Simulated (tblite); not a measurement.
Compound: C4H9ClO3Si2.
Structure used (GFN2-xTB), in Å, numbered top down from 1:
```xyz
19
C4H9ClO3Si2 angstrom
C      3.0045    0.3540   -1.1393
C      1.5452    0.4717   -0.8097
O      0.6987    0.7816   -1.6286
O      1.2709    0.2055    0.4384
C     -0.1102    0.3184    0.8316
C     -0.5084   -0.8426    1.7306
Si    -2.4217   -0.8538    1.6988
O     -2.6351   -0.1626    0.2458
Si    -1.3553    0.4178   -0.6444
Cl    -1.8592    2.3020   -1.0570
H      3.5647    0.0653   -0.2558
H      3.1328   -0.3863   -1.9258
H      3.3636    1.3085   -1.5178
H     -0.1676    1.2511    1.4101
H     -0.1253   -1.7661    1.2928
H     -0.0628   -0.7491    2.7194
H     -3.0009    0.0186    2.7138
H     -2.9767   -2.1975    1.6228
H     -1.3670   -0.5273   -1.7444
```

Method: GFN2-xTB as coded in tblite; computed harmonic values from a numerical Hessian at the method's own geometry, unscaled. This tight-binding method is rough: wavenumbers can miss measured ones by several per cent, in bad cases by 10 to 20. Modes of hydrogen on silicon can be 10 to 20 % off. One conformer, not necessarily the lowest.

Harmonic wavenumbers (cm⁻¹): 30.6, 61.6, 86.7, 89.2, 123.4, 154.7, 173.0, 224.0, 288.5, 325.9, 347.7, 397.4, 475.3, 493.8, 527.0, 577.3, 591.8, 611.7, 613.0, 652.0, 671.7, 723.3, 758.8, 778.3, 805.7, 831.3, 948.8, 957.8, 1004.2, 1009.8, 1038.8, 1052.6, 1093.5, 1203.9, 1229.2, 1266.8, 1315.8, 1366.6, 1433.9, 1442.5, 1487.7, 1686.4, 2298.1, 2323.6, 2364.1, 2878.9, 2974.9, 3002.5, 3031.9, 3039.7, 3068.4.

A = 1196, B = 720.9, C = 492.1 MHz; mass 195.978 u (most abundant isotopes); point group C1, symmetry number 1.

What is the zero-point energy?

Half the sum of the wavenumbers: 27967 cm⁻¹ = 334.56 kJ/mol.

Entropy at 500 K, 1 bar (ideal gas, RRHO, classical rotation)?

Translation 185.43, rotation 136.18, vibration 266.48: S = 588.1 J/(mol K).

And Cp and H(500 K) − H(0)?

Cp = 272.46 J/(mol K), of which vibrations give 239.21 (their classical limit is 51 R = 424.0); H(500 K) − H(0) = 82.58 kJ/mol without the zero-point energy, 65.96 from vibrations.

Which modes carry the vibrational entropy at 500 K?

30.6 cm⁻¹: 28.52; 61.6 cm⁻¹: 22.71; 86.7 cm⁻¹: 19.88; 89.2 cm⁻¹: 19.64; 123.4 cm⁻¹: 16.97; 154.7 cm⁻¹: 15.11 J/(mol K); the other 45 give 143.65 together.

Blend soft modes into free rotors: weight 1/[1 + (100 cm⁻¹/ν̃)⁴] for the oscillator and the rest for a rotor with moment μB/(μ + B), μ = h/(8π²ν), B = 10⁻⁴⁴ kg m². What vibrational entropy results?

243.04 J/(mol K) in place of 266.48, which changes −T·S at 500 K by +11.72 kJ/mol.

How do the functions run with temperature in this model?

```
 T (K)  S (J/(mol K))  Cp (J/(mol K))  H − H(0) (kJ/mol)  G − H(0) (kJ/mol)  ln q(vib)
    50          266.4            64.9               2.34             -10.98       0.94
   100          320.3            92.7               6.31             -25.72       2.69
298.15          467.5           194.6              34.84            -104.55       9.57
373.15          514.9           227.8              50.71            -141.41      12.07
   750          710.6           330.7             158.61            -374.33      23.73
  1000          811.0           366.8             246.11            -564.92      30.49
```

q(vib) and H(0) count from the zero-point level.

Hindered rotation and anharmonicity are outside this model. Other conformers, if any are populated, would add a mixing term that is left out. The structure is chiral; the term R ln 2 for an equal mix with its mirror image is left out.

The run took 1.1 s wall on Arm Neoverse V1, one thread (shared host). The figure is for the frequency step alone.
